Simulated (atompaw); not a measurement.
## vanadium (V): one change to a PAW (atompaw) potential, before and after

| Property | Result |
| --- | --- |
| Element | V (Z = 23) |
| Generator | atompaw 4.2.0.5 |
| Type | PAW |
| Functional | LDA (PW92) |
| Relativity | scalar-relativistic |
| Frozen core | [Ar] |
| Valence charge | 5 |
| Reference configuration | 3d3 4s1 4p1 |
| Partial waves | 4s (bound): rc 2.20 bohr; 4s channel at 1.85 Ry: rc 3.00 bohr; 4p (bound): rc 3.00 bohr; 4p channel at 4.8 Ry: rc 3.00 bohr; 3d (bound): rc 2.00 bohr; 3d channel at 4.2 Ry: rc 2.00 bohr |
| Local potential | troulliermartins scheme with l = 3 at 0 Ry, radius 2.25 bohr |
| Core correction | smooth core density matched at 2.65 bohr |
| Augmentation charge | sinc compensation charge, radius 2.35 bohr; PAW radius 3.00 bohr; waves and projectors: custom polynom2 7 10 vanderbiltortho |

Change: wave 4s channel at 1.85 Ry: rc 3.00 bohr becomes 4s channel at 1.85 Ry: rc 2.10 bohr.

Cutoffs: the cutoffs (Ry, on a coarse ladder) from which the occupation-weighted sum of valence levels, in a spherical-Bessel basis at the reference potential, stays within 10 and 1 mRy of its value at 400 Ry; they do not see the model core or the augmentation charge, which bear on the density cutoff.

Problem. What does the change do?

Solution. The potential gets neither clearly harder nor softer (21 Ry and 25 Ry → 21 Ry and 25 Ry); a bound ghost appears in s, which as a rule spoils a file; the range in which the s phases agree widens (upper end 1.4 → at the end of the scan).

```csv
quantity,base,changed
"cutoff, loose",21 Ry,21 Ry
"cutoff, tight",25 Ry,25 Ry
loose cutoff by channel (10 mRy a level),"s 6 Ry, p 6 Ry, d 18 Ry","s 8 Ry, p 6 Ry, d 18 Ry"
bound ghosts,none,s
s: phases at 3.01 bohr within 0.05 rad from the reference energy up to (Ry; the scan ends near 5),1.4,to the end of the scan
p: phases at 3.01 bohr within 0.05 rad from the reference energy up to (Ry; the scan ends near 5),3.5,3.5
d: phases at 3.01 bohr within 0.05 rad from the reference energy up to (Ry; the scan ends near 5),0.7,0.7
lowest overlap eigenvalue by channel,"s 0.53, p 0.75, d 0.85","s 0.68, p 0.75, d 0.85"
```

 A true bound ghost makes a file unfit for plane-wave use even where its test errors are small: the radial tests pick states by their node count and pass the ghost by. The cutoffs see the waves, projectors and local potential, not the compensation charge or the core.
